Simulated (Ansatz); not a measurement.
Cartesian coordinates (Å):
```xyz
3

B     -0.0002     0.3389     0.0000
H     -1.0772    -0.1702     0.0000
H      1.0774    -0.1687     0.0000
```
Charge 0, spin multiplicity 2.

Calculation: frozen-core CCSD(T)/cc-pVTZ // PBE0-D4/def2-TZVP in Ansatz (a first-principles code).

```yaml
HF energy: -25.76025 Ha
MP2 correlation energy: -0.08240 Ha
```

Task: Estimate the CCSD correlation energy, the (T) correction, the total energy and the T1 diagnostic.

Result: 
CCSD correlation energy: -0.10083 Ha
(T) correction: -0.00196 Ha
CCSD(T) total energy: -25.86304 Ha
T1 diagnostic: 0.010
